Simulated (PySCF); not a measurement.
## Correlation energy of P⁺ (phosphorus, charge +1)

[Ne] 3s2 3p2, high-spin 3P determinant. All numbers are calculated (PySCF 2.14, the spin-free X2C one-electron Hamiltonian (Gaussian nucleus), in aug-cc-pCVQZ-DK). Frozen: 1s2; 12 electrons correlated.

MP2 pair energies summed by pair of shells (mhartree):

```csv
pair,energy,share (%)
2p-2p,-202.84,52.0
2s-2p,-66.63,17.1
3s-3p,-42.16,10.8
2p-3s,-22.20,5.7
3s-3s,-18.39,4.7
2p-3p,-15.15,3.9
2s-2s,-10.48,2.7
3p-3p,-6.78,1.7
2s-3s,-2.93,0.8
2s-3p,-2.39,0.6
```

Total MP2 correlation energy: -389.97 mhartree.

Same-spin part -96.82 and opposite-spin part -293.15 mhartree; SCS-MP2 scales them by 1/3 and 6/5 to -384.05 mhartree.
